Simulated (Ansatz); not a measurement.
`[NH2][Ga]([Cl])[Cl]` + `CNC` → `C[N](C)[Ga]([Cl])[Cl]` + NH₃ at 400 K and 1 bar (ligand exchange at a Ga–N bond).

Isolated molecules relaxed with PBE0-D4/def2-TZVP in Ansatz; ΔE leaves out vibrations. CCSD(T)/CBS is the MP2 limit (def2-TZVPP, def2-QZVPP) plus CCSD(T) − MP2 in def2-TZVPP, frozen cores. This one scheme is used for every species. For Ga outer-core shells are correlated without core-valence functions, which leaves a few kJ/mol of doubt a bond. Scalar relativity is left out up to krypton. Each species was taken in one conformer, which may not be the lowest.

| species | CCSD(T)/CBS energy (Eh) | H − E (kJ/mol) | S (J/(mol·K)) |
| --- | --- | --- | --- |
| `[NH2][Ga]([Cl])[Cl]` | -2899.54184 | 102.3 | 377.0 |
| `CNC` | -135.00321 | 264.6 | 293.2 |
| `C[N](C)[Ga]([Cl])[Cl]` | -2978.03927 | 263.1 | 437.0 |
| NH₃ | -56.50880 | 104.2 | 203.1 |

H − E and S are ideal-gas, rigid-rotor, harmonic terms from PBE0-D4/def2-TZVP, for one conformer and one mirror image of each species. 1 Eh = 2625.50 kJ/mol, R = 8.31446 J/(mol·K).

Q: By hand: ΔE, ΔH, ΔS and ΔG.

A: ΔE = (-2978.03927) + (-56.50880) − (-2899.54184) − (-135.00321) = -0.00302 Eh = -7.9 kJ/mol. Δ(H − E) = 263.1 + 104.2 − 102.3 − 264.6 = 0.4, so ΔH = -7.5 kJ/mol. ΔS = 437.0 + 203.1 − 377.0 − 293.2 = -30.1 J/(mol·K). ΔG = -7.5 − 400 × (-30.1)/1000 = 4.5 kJ/mol.

Q: By hand: the equilibrium constant, and the temperature at which ΔG would vanish if ΔH and ΔS stayed fixed.

A: log₁₀ K = −ΔG/(RT ln 10) = -0.6. ΔG = 0 at ΔH/ΔS = 249 K, though so small a ΔH makes that figure unsure.

TΔS isn't small against ΔH here. The sign of ΔG lies within the doubt. A doubt of 5 kJ/mol in ΔE shifts log₁₀ K by 0.7 here. Other conformers and mirror images would add mixing entropy, several J/(mol·K) or more a flexible species. Modes under 60 cm⁻¹, often nearly free rotors, make the harmonic entropy too high. These are equilibria of isolated gas molecules and say nothing of rates. Largest T1 diagnostic: 0.012 (customary marks: 0.02 for closed shells, 0.045 for open ones).
